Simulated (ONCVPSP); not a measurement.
# Before and after: ONCV potential for Zn

ONCVPSP 4.0.1 input, shortened (lines: element, Z, core and valence counts, functional; n l f; lmax; l rc ep ncon nbas qcut; lloc lpopt rc5 dvloc0; l nproj debl; icmod fcfact rcfact), PBE, scalar-relativistic:

```
  Zn 30.00    3    4        4      upf
    1    0    2.00
    2    0    2.00
    2    1    6.00
    3    0    2.00
    3    1    6.00
    3    2   10.00
    4    0    1.50
    2
    0    1.00    0.00    4    8   14.00
    1    0.70    0.00    3    6    9.60
    2    0.70    0.00    4    8   15.10
    4    5    0.60   -1.00
    0    2    3.40
    1    2    2.00
    2    2    3.10
    0    0.00    0.00
```

In the p channel the program set the typed energies aside and used -3.235, 0.250 Ha.

All-electron outer shells of the reference configuration (PBE, scalar-relativistic, ld1.x):

```csv
shell,level (eV),outermost node (bohr),outermost maximum (bohr)
2p,-1008.58,–,0.15
3s,-133.85,0.28,0.59
3p,-88.02,0.25,0.59
3d,-14.74,–,0.57
4s,-9.84,0.85,2.04
```

Change: d: qcut 21.3.

Cutoffs: the cutoffs (Ha) at which the residual kinetic energy of the hardest occupied pseudo-wave falls to 1 and 0.1 mHa per electron; they do not see the model core or the augmentation charge, which bear on the density cutoff. Errors are all-electron minus pseudo energies relative to the spin-unpolarised reference configuration.

What does the change do?

The potential gets softer (407 Ha and 495 Ha → 177 Ha and 226 Ha); the errors of the 4 common tests hardly move; neither file shows a bound ghost.

| quantity | base | changed |
| --- | --- | --- |
| cutoff, loose | 407 Ha | 177 Ha |
| cutoff, tight | 495 Ha | 226 Ha |
| loose cutoff by channel | s 65 Ha, p 55 Ha, d 407 Ha | s 65 Ha, p 55 Ha, d 177 Ha |
| bound ghosts | none | none |
| GHOST(+) flags under 300 eV | none | none |
| error for 3s2 3p6 3d10 4s2, meV [ΔE -3.94 eV] | +0.3 | +0.3 |
| error for 3s2 3p6 3d10 4s1, meV [ΔE 5.95 eV] | -0.3 | -0.4 |
| error for 3s2 3p6 3d10 4s0, meV [ΔE 24.39 eV] | -0.6 | -0.8 |
| error for 3s2 3p6 3d10 4s1 4p1, meV [ΔE 1.15 eV] | -0.2 | -0.2 |
| s: phases at 1.02 bohr within 0.05 rad from the reference energy up to (Ha; the scan ends near 5) | to the end of the scan | to the end of the scan |
| p: phases at 0.71 bohr within 0.05 rad from the reference energy up to (Ha; the scan ends near 5) | to the end of the scan | to the end of the scan |
| d: phases at 0.71 bohr within 0.05 rad from the reference energy up to (Ha; the scan ends near 5) | to the end of the scan | to the end of the scan |
